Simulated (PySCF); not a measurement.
**Ta (tantalum, neutral) across methods**

[Xe] 4f14 5d2 6s2 7s1, high-spin 4F determinant (an excited configuration). Calculation: PySCF 2.14, in aug-cc-pVDZ-PP with ECP60MDF (5s5p4d2f, 54 functions); scalar relativity through the core potential.

```csv
method,E (hartree),mean ε 6s α (eV),mean ε 6s β (eV),mean ε 7s α (eV),Σ⟨r²⟩ (bohr²),⟨S²⟩
PBEsol,-56.9853,-9.419,-8.544,-1.620,125.4,3.751
r2SCANh,-57.0740,-9.716,-8.863,-1.713,126.4,3.756
BLYP,-57.0733,-9.151,-8.497,-1.419,125.1,3.751
UHF,-56.55575,-11.548,-10.244,-2.274,129.6,3.756
r2SCAN,-57.0892,-9.423,-8.590,-1.627,126.3,3.756
LDA,-56.9322,-9.587,-8.778,-1.611,124.1,3.751
wB97X,-57.0874,-11.958,-11.482,-2.429,128.1,3.752
PBE0,-57.0646,-10.088,-9.176,-1.872,126.5,3.752
PBE,-57.0988,-9.357,-8.489,-1.637,125.7,3.751
```

Energies and moments cover only the electrons outside the core potential. Spin-orbit coupling, absent here, splits the open shell strongly. The outer electron is Rydberg-like, and this basis confines it to a smaller radius and binds it less than a complete one would.
